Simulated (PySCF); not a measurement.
Se(Cl)(SeH) (ClHSe2), SMILES Cl[Se][SeH]. The structure is a stationary point at r2SCAN-D4/def2-SVP. The values are those of a single conformer.

Method: r2SCAN-D4/def2-SVP run with PySCF 2.14.0.

Harmonic wavenumbers (cm⁻¹): 127, 295, 354, 359, 748, 2361. Rotational constants (GHz): 6.149, 1.431, 1.172; symmetry number 1.

Question: Work out the zero-point energy and the ideal-gas rigid-rotor harmonic-oscillator thermochemistry at 298.15 K and 1 atm.

Answer: ZPE = ½ Σ hcν = ½ × 4245 cm⁻¹ = 25.39 kJ/mol. H − E(el) = 40.33 kJ/mol. Entropy in J/(mol K): translation 174.47, rotation 116.46, vibration 29.11, total 320.04. G − E(el) = -55.09 kJ/mol. Cp = 64.53 J/(mol K). Modes under 150 cm⁻¹ make the vibrational entropy uncertain.
